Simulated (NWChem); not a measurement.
SiBr₄; SMILES Br[Si](Br)(Br)Br

Results from NWChem. Structure relaxed at the PBE0/def2-SVP level.

For level BLYP/def2-TZVPD:

```yaml
highest occupied level (eV): -7.25
orbital gap (eV): 4.64
```

**Question.** What are these values for level TPSS/def2-TZVPD?

**Answer.** The highest occupied level (eV) is -7.56. The orbital gap (eV) comes out as 5.02.
